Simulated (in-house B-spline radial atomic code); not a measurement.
Te⁺. Computed with a B-spline radial atomic code. Model: non-relativistic spherical atom: semilocal Troullier-Martins pseudo-atom, one channel per l, against all electrons, high spin, G0W0 and RPA with empty states to l = 8, local potential for every l without a channel, a model core (radius 0 = none) keeps its share of the functional.

Without relativity these are model numbers for so heavy an element.

What the tables leave out is listed at the end.

The pseudopotential gives back the lowest level of each angular momentum of its own functional in the configuration it was made in; a second state of the same l is only approximately right. Exact exchange, RPA and GW see the smooth pseudo-orbitals and miss the exchange with the core, for which the functional's share stands in. The column with an uncorrelated core keeps all orbitals and exact exchange, and so separates missing core correlation from pseudisation. Only the three outermost levels and the lowest empty one were computed. RPA here is direct RPA, with no exchange kernel, and its energies carry an (l + 1/2)⁻⁴ tail. A hybrid on a potential with a model core restores only its own semilocal share of the core's exchange.

Command:
```bash
python run_psgw.py task.json out
```
Settings (lengths in bohr, energies in hartree):
```
Z                      52
electrons              51
configuration          [Kr] 4d10 5s2 5p3
generated_in           [Kr] 4d10 5s2 5p3
functional             pbe,pbe
core_shells            9
radius_factor          0.8
core_correction        False
```

Time taken, with all properties: 42 s on 1 thread of Arm Neoverse N1, with other jobs on the host.

Given: made with PBE; model core radius 0 bohr; local radius 1.669 bohr; mean-field start PBE.

Valence shells of the generating configuration: 5s, 5p.

Channel: s 1.476, p 1.698, d 2.764 (radii in bohr).

Computed: largest level miss in the spin-unpolarised generating configuration 0 eV; valence RPA correlation energy all-electron orbitals -0.17356 hartree; valence RPA correlation energy pseudo -0.19165 hartree; pseudo-atom RPA polarisability 19.969 bohr³.

```tsv
level	occupied	mean-field all-electron (eV)	mean-field pseudo minus all (eV)	G0W0 all-electron (eV)	G0W0 uncorrelated core minus all (eV)	G0W0 pseudo minus all (eV)	exchange self-energy all-electron (eV)	exchange self-energy pseudo (eV)
5p up	1	-14.538	-0.017	-18.853	0.311	0.16	-17.439	-14.513
5s down	1	-20.767	0.271	-25.077	0.809	0.677	-16.344	-11.594
5p down (empty)	0	-12.258	0.245	-9.2575	0.362	0.168	-5.3162	-2.3711
```

(1) What is the all-electron RPA polarisability, core included?

Given: mean-field start PBE0.

Computed: valence RPA correlation energy all-electron orbitals -0.15762 hartree; all-electron RPA polarisability, core included 17.773 bohr³; pseudo-atom RPA polarisability 17.834 bohr³.

```json
{"level": "5p up", "occupied": "1", "mean-field all-electron (eV)": "-15.79", "mean-field pseudo minus all (eV)": "0.036", "G0W0 all-electron (eV)": "-19.017", "G0W0 uncorrelated core minus all (eV)": "0.304", "G0W0 pseudo minus all (eV)": "0.16", "exchange self-energy all-electron (eV)": "-17.432", "exchange self-energy pseudo (eV)": "-14.535"}
{"level": "5s down", "occupied": "1", "mean-field all-electron (eV)": "-21.711", "mean-field pseudo minus all (eV)": "0.233", "G0W0 all-electron (eV)": "-25.107", "G0W0 uncorrelated core minus all (eV)": "0.813", "G0W0 pseudo minus all (eV)": "0.664", "exchange self-energy all-electron (eV)": "-16.167", "exchange self-energy pseudo (eV)": "-11.578"}
{"level": "5p down (empty)", "occupied": "0", "mean-field all-electron (eV)": "-11.207", "mean-field pseudo minus all (eV)": "0.167", "G0W0 all-electron (eV)": "-9.0768", "G0W0 uncorrelated core minus all (eV)": "0.347", "G0W0 pseudo minus all (eV)": "0.167", "exchange self-energy all-electron (eV)": "-5.0398", "exchange self-energy pseudo (eV)": "-2.3188"}
```

(2) What is the valence RPA correlation energy pseudo?

Given: mean-field start Hartree-Fock.

Computed: valence RPA correlation energy pseudo -0.13812 hartree; all-electron RPA polarisability, core included 14.222 bohr³; pseudo-atom RPA polarisability 14.006 bohr³.

| level | occupied | mean-field all-electron (eV) | mean-field pseudo minus all (eV) | G0W0 all-electron (eV) | G0W0 uncorrelated core minus all (eV) | G0W0 pseudo minus all (eV) | exchange self-energy all-electron (eV) | exchange self-energy pseudo (eV) |
| --- | --- | --- | --- | --- | --- | --- | --- | --- |
| 5p up | 1 | -18.78 | 0.031 | -19.337 | 0.28 | 0.243 | -17.178 | -14.517 |
| 5s down | ? | ? | ? | ? | ? | ? | ? | ? |
| 5s up | 1 | -30.34 | 0.008 | -28.674 | 0.332 | 0.363 | -22.627 | -18.764 |
| 5p down (empty) | 0 | -7.1578 | 0.078 | -8.7821 | 0.264 | 0.256 | -3.9792 | -2.0174 |

(3) What belongs in the row 5s down?

(4) What is the valence RPA correlation energy all-electron orbitals?

Results:

(1) 19.953 bohr³.

(2) -0.17444 hartree.

(3) occupied: 1; mean-field all-electron (eV): -23.167; mean-field pseudo minus all (eV): 0.119; G0W0 all-electron (eV): -25.111; G0W0 uncorrelated core minus all (eV): 0.777; G0W0 pseudo minus all (eV): 0.748; exchange self-energy all-electron (eV): -15.584; exchange self-energy pseudo (eV): -11.47.

(4) -0.12431 hartree.

Among the listed levels the largest G0W0 shift of the pseudo-atom is +0.75 eV, for 5s down on the Hartree-Fock start, while leaving the core uncorrelated moves that level by +0.78 eV. The rest, -0.03 eV, comes from pseudisation and the lost core exchange. Not in the tables (levels of low weight, unsolved or above zero; the highest and the empty levels are kept at any weight): on PBE the G0W0 levels 5s up (pseudo minus all +0.13 eV, weights 0.22 and 0.21); on PBE0 the G0W0 levels 5s up (pseudo minus all +0.32 eV, weights 0.41 and 0.36).
